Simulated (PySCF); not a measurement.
A structure optimised at PBE-D3(BJ)/def2-SVP, used in a PySCF frequency run:

```
C
H 1 1.1091
H 1 1.1118 2 109.65
C 1 1.4919 2 111.52 3 123.27
H 4 1.1032 1 116.72 2 43.04
C 4 1.4883 5 118.43 1 -167.37
H 6 1.1106 4 111.98 5 -164.54
H 6 1.1110 7 108.16 4 -123.38
H 6 1.1199 7 106.48 8 -112.67
C 1 1.5503 2 106.10 3 -118.45
O 10 1.2188 1 121.26 2 -23.55
C 10 1.5180 11 122.63 1 177.87
H 12 1.1052 10 110.00 11 -7.48
H 12 1.1089 13 110.22 10 123.19
H 12 1.1110 13 109.26 14 116.73
```
Charge 0, spin multiplicity 2.

### Question
Write its SMILES and formula.

### Answer
C[CH]CC(C)=O, C₅H₉O

### Question
What are its rotational constants (standard atomic weights)?

### Answer
5.8932, 2.2785, 1.8922 GHz
